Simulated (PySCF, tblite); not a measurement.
CH8BOP.
Atom-mapped SMILES: `[CH3:1][O:2][BH2-:3][PH3+:4]` (hydrogens: H5, H6, H7 on C1; H8, H9 on B3; H10, H11, H12 on P4)

Computed with GFN2-xTB (tblite), gas phase: Langevin dynamics at 200 K from the optimised GFN2-xTB geometry, time step 0.5 fs, friction 0.01 fs⁻¹, 2000 steps. Over the second half of the run the saved frames average 201 K.

Frame at 250 fs, instantaneous temperature 119 K:
```
atom  x, y, z in Å
C1     -2.192    0.886    0.647
O2     -0.843    0.579    0.557
B3     -0.310   -0.877    0.726
P4      1.274    0.052    0.363
H5     -2.842    0.289    0.011
H6     -2.571    0.701    1.667
H7     -2.260    1.954    0.416
H8     -0.663   -1.688   -0.018
H9     -0.426   -1.130    1.851
H10     1.353    1.147    1.207
H11     2.600   -0.349    0.316
H12     1.319    0.695   -0.892
```

Frame at 425 fs, instantaneous temperature 142 K:
```
atom  x, y, z in Å
C1     -1.928    1.107    0.667
O2     -0.898    0.429    1.296
B3     -0.825   -1.013    1.349
P4      0.953   -0.532    0.423
H5     -2.077    0.875   -0.361
H6     -2.908    0.848    1.178
H7     -1.670    2.179    0.846
H8     -1.582   -1.614    0.696
H9     -0.456   -1.367    2.405
H10     1.466    0.356    1.363
H11     2.165   -0.791   -0.196
H12     0.574    0.444   -0.437
```

Frame at 625 fs, instantaneous temperature 162 K:
```
atom  x, y, z in Å
C1     -1.902    0.899    1.066
O2     -1.241   -0.037    1.901
B3     -1.493   -1.332    1.915
P4      1.399   -0.895   -0.006
H5     -1.252    1.038    0.156
H6     -2.885    0.582    0.767
H7     -1.890    1.872    1.612
H8     -2.368   -1.812    1.420
H9     -0.770   -1.902    2.630
H10     1.892   -0.738    1.265
H11     2.706   -0.800   -0.437
H12     1.104    0.465   -0.091
```

Frame at 800 fs, instantaneous temperature 206 K:
```
atom  x, y, z in Å
C1     -1.651    0.955    0.874
O2     -1.231   -0.212    1.560
B3     -1.995   -1.254    1.833
P4      1.492   -0.466    0.053
H5     -0.870    1.205    0.170
H6     -2.624    0.932    0.409
H7     -1.659    1.785    1.621
H8     -3.112   -1.320    1.434
H9     -1.443   -2.095    2.323
H10     1.488   -1.777   -0.433
H11     2.798   -0.590    0.368
H12     1.239   -0.960    1.307
```

Frame at 1000 fs, instantaneous temperature 213 K:
```
atom  x, y, z in Å
C1     -1.543    0.720    1.731
O2     -1.092   -0.537    1.236
B3     -1.922   -1.526    0.900
P4      1.555   -0.697    0.703
H5     -1.570    1.454    0.911
H6     -2.615    0.606    2.122
H7     -0.878    0.998    2.550
H8     -3.102   -1.399    0.981
H9     -1.379   -2.581    0.682
H10     0.883   -1.199   -0.401
H11     2.782   -0.623    0.116
H12     1.951   -1.926    1.304
```

Q: What do single points at PBE0/def2-SVPD (PySCF, gas phase, TDDFT, vertical, frozen core in the response) give on these frames?

A: 
```csv
t (fs),GFN2-xTB E above start (eV),DFT E above lowest frame (eV),HOMO (eV),LUMO (eV),dipole (D),S1 (eV),f(S1)
250,0.20,0.41,-6.82,0.22,2.62,5.91,0.006
425,0.21,0.43,-7.07,-0.02,2.15,6.01,0.170
625,-0.07,0.01,-7.89,-0.33,1.83,6.33,0.007
800,-0.13,0.07,-7.96,-0.35,1.02,6.34,0.001
1000,-0.18,0.00,-7.01,-0.60,1.48,5.33,0.003
```

The two levels order the frames alike by energy but for pairs within 0.08 eV at one level; measured from each level's lowest frame they differ by 0.10 eV at most. The HOMO–LUMO gap runs from 6.41 to 7.61 eV. These are instantaneous structures, not minima. In the last frame a distance test finds a bond of the start structure stretched past its limit or a new contact within bonding range.

The cost below is that of the whole dynamics run. Hardware: one thread of an Arm Neoverse N1, no GPU, on a shared host. Cost: 11 s wall, 0.18 GiB resident at most.
